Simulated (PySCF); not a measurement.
# Hartree-Fock beside MP2: BClFH2N

All numbers below are calculated, not measured. They come from PySCF 2.14.0, an open-source quantum chemistry program, on an isolated molecule that a program drew, which may never have been made. The molecule is BClFH2N (charge 0, singlet), drawn as the SMILES string `NB(F)Cl`.

The geometry was optimised and harmonic frequencies were computed with HF and MP2, all in the cc-pV(D+d)Z basis, for the commonest isotopes, with a restricted reference for singlets and an unrestricted one otherwise, and a frozen core in MP2. Each result is a local minimum of its method.

Geometry at the HF minimum:
```xyz
6
BClFH2N, angstrom
N    -1.4969    2.1335    2.0414
B    -0.8984    1.8053    0.8394
F    -0.3815    2.7486    0.0573
Cl   -0.7896    0.1236    0.2820
H    -1.5582    3.0799    2.3552
H    -1.8944    1.4533    2.6523
```

Lengths of the bonds as drawn, in Å (atoms numbered as above):
| bond | HF | MP2 |
|---|---|---|
| N1-B2 | 1.382 | 1.396 |
| B2-F3 | 1.330 | 1.349 |
| B2-Cl4 | 1.775 | 1.771 |
| N1-H5 | 0.999 | 1.013 |
| N1-H6 | 0.997 | 1.011 |

Rotational constants, in GHz:
```
constant     HF    MP2
       A  9.826  9.602
       B    4.6   4.58
       C  3.133  3.101
```

Harmonic frequencies in cm^-1, each column in rising order, so a row needn't be the same motion in every method:
| rank | HF | MP2 |
|---|---|---|
| 1 | 340 | 326 |
| 2 | 404 | 386 |
| 3 | 457 | 407 |
| 4 | 575 | 556 |
| 5 | 641 | 610 |
| 6 | 679 | 665 |
| 7 | 973 | 907 |
| 8 | 1293 | 1249 |
| 9 | 1491 | 1432 |
| 10 | 1739 | ? |
| 11 | 3826 | 3656 |
| 12 | 3943 | 3784 |

**Estimate the missing MP2 frequency from the HF column.**

A single factor s that minimises the squared misfit of MP2 against s times HF over the other rows is sum(HF x MP2) / sum(HF^2) = 0.9575, with an rms misfit of 14 cm^-1. For rank 10 it gives 0.9575 x 1739 = 1665 cm^-1. The calculation gives 1621 cm^-1, 44 cm^-1 below the estimate. The drawn bonds are on average 1.0 % longer in MP2 than in HF.
